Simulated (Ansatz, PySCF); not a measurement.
Reaction (SMILES): [I][Bi][I] → [I][Bi][I] as singlet, charge +1 + e-
Structures are relaxed separately at B3LYP-D3(BJ)/def2-TZVP in Ansatz (a program for electronic structure). High T1 diagnostic, so coupled cluster is less sure: [I][Bi][I] as singlet, charge +1.
Geometry of the first species:
```xyz
3

Bi     0.1121    -0.6263     0.7737
I      2.0549     0.8623    -0.6151
I     -2.2304     0.1185    -0.5965
```
Charge 0, spin multiplicity 2.

Quantity: adiabatic ionisation energy (0 K, with B3LYP-D3(BJ) harmonic zero-point energies from PySCF), in eV. Cores are frozen in the correlated levels unless marked. UHF or UKS for open shells. No spin-orbit coupling. Frozen are the shells of the preceding noble gas and the d and f shells that filled before the atom's block. In def2 rows, elements after Kr have scalar-relativistic effective core potentials. CBS marks a two-point X^-3 extrapolation of the correlation energy; Hartree-Fock from the larger set. [CCSD(T)-MP2]/basis is that difference in the basis named.

```tsv
level	program	adiabatic ionisation energy (eV)	minus last row
HF/def2-SVPD	Ansatz	7.83	0.11
HF/def2-QZVPPD	Ansatz	7.69	-0.03
PBE/def2-TZVPD	Ansatz	7.44	-0.28
BHLYP-D3(BJ)/def2-TZVPD	Ansatz + dftd3	7.82	0.10
r2SCANh/def2-TZVPD	Ansatz	7.77	0.05
CAM-B3LYP-D3(BJ)/def2-TZVPD	Ansatz + dftd3	7.87	0.15
LC-wPBE/def2-TZVPD	Ansatz	8.06	0.34
B2GP-PLYP/def2-TZVPD	Ansatz	7.67	-0.05
RI-MP2/def2-TZVPP	Ansatz	7.61	-0.11
RI-MP2/CBS(def2-TZVPPD,def2-QZVPPD)+[CCSD(T)-MP2]/def2-TZVPPD	Ansatz	7.72	0.00
```
